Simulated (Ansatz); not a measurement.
System: CH$_{3}$F$_{3}$Sn, net charge 0, singlet state. SMILES: [CH3][Sn]([F])([F])[F]
Geometry: optimised at B3LYP-D3(BJ)/def2-TZVP (Ansatz, a program for electronic structure).

Property: vertical ionisation energy (to the doublet state of charge +1; each state is the SCF solution reached for its spin; the molecule has degenerate orbitals, so one determinant may break the symmetry), in eV. Correlated levels leave the core frozen unless marked. Open shells are spin-unrestricted. Spin-orbit coupling is left out. Frozen are the shells of the preceding noble gas and the d and f shells that filled before the atom's block. In def2 rows, elements after Kr have scalar-relativistic effective core potentials. CBS marks a two-point X^-3 extrapolation of the correlation energy; Hartree-Fock from the larger set. [CCSD(T)-MP2]/basis is that difference in the basis named.

```
level                                                          program  vertical ionisation energy (eV)  minus last row
-------------------------------------------------------------  -------  -------------------------------  --------------
SVWN5/def2-TZVPD                                                Ansatz                            12.08           -0.68
BHLYP/def2-TZVPD                                                Ansatz                            12.65           -0.11
CAM-B3LYP/def2-TZVPD                                            Ansatz                            12.60           -0.16
wB97X-V/def2-TZVPD                                              Ansatz                            12.59           -0.17
MP2/def2-SVPD                                                   Ansatz                            12.83            0.07
RI-MP2/def2-QZVPPD                                              Ansatz                            12.78            0.02
CCSD/def2-SVPD                                                  Ansatz                            12.80            0.04
CCSD(T)/def2-TZVPPD                                             Ansatz                            12.66           -0.10
RI-MP2/CBS(def2-TZVPPD,def2-QZVPPD)+[CCSD(T)-MP2]/def2-SVPD     Ansatz                            12.75           -0.01
RI-MP2/CBS(def2-TZVPPD,def2-QZVPPD)+[CCSD(T)-MP2]/def2-TZVPPD   Ansatz                            12.76            0.00
```
